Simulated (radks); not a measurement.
Values are calculated unless marked as measured or tabulated.
Q: Ionisation ladder of neodymium, from Nd22+ to Nd43+. Each ion is in the ground configuration listed by NIST, and IE = E(next ion) - E(this ion). Level of theory: Dirac Kohn-Sham, exchange-only PBE, spin-unpolarised, spherical densities, finite nucleus; open shells fill j = l - 1/2 first; Fermi nuclear charge, rms radius 4.9123 fm (a radial shooting solver on a logarithmic mesh with Libxc functionals).

species      configuration  IE, Delta-SCF (eV)  -e(HOMO) (eV)   HOMO  <r> HOMO (bohr)
Nd22+             [Kr] 4d2              675.95         656.95  4d3/2            0.597
Nd23+             [Kr] 4d1              714.34         695.05  4d3/2            0.590
Nd24+                 [Kr]              858.99         839.40  4p3/2            0.581
Nd25+    [Ar] 3d10 4s2 4p5              898.42         878.64  4p3/2            0.576
Nd26+    [Ar] 3d10 4s2 4p4                   ?         918.25  4p3/2            0.571
Nd27+    [Ar] 3d10 4s2 4p3              978.27         958.18  4p3/2            0.566
Nd28+    [Ar] 3d10 4s2 4p2              1051.3         1030.4  4p1/2            0.544
Nd29+    [Ar] 3d10 4s2 4p1              1093.2         1072.2  4p1/2            0.540
Nd30+        [Ar] 3d10 4s2                   ?         1178.4  4s1/2            0.535
Nd31+        [Ar] 3d10 4s1              1242.5         1220.9  4s1/2            0.532
Nd32+            [Ar] 3d10              2131.7         2084.4  3d5/2            0.235
Nd33+             [Ar] 3d9              2227.4         2179.3  3d5/2            0.233
Nd34+             [Ar] 3d8              2324.6         2275.7  3d5/2            0.231
Nd35+             [Ar] 3d7              2423.2         2373.7  3d5/2            0.228
Nd36+             [Ar] 3d6              2523.3         2473.0  3d5/2            0.226
Nd37+             [Ar] 3d5                   ?         2573.9  3d5/2            0.224
Nd38+             [Ar] 3d4              2756.5         2704.1  3d3/2            0.218
Nd39+             [Ar] 3d3              2862.3         2809.1  3d3/2            0.216
Nd40+             [Ar] 3d2              2969.4         2915.6  3d3/2            0.214
Nd41+             [Ar] 3d1              3077.9         3023.5  3d3/2            0.212
Nd42+                 [Ar]                   ?         3328.1  3p3/2            0.242
Nd43+         [Ne] 3s2 3p5              3471.4         3423.5  3p3/2            0.241

Estimate the withheld Delta-SCF values.

A: Nd26+: 938.19 eV (NIST 939); Nd30+: 1199.6 eV (NIST 1191); Nd37+: 2624.9 eV (NIST 2627); Nd42+: 3375.8 eV (NIST 3371).

Beside tabulated values, note that spin-unpolarised runs miss the spin-polarisation part of the exchange energy of open shells.
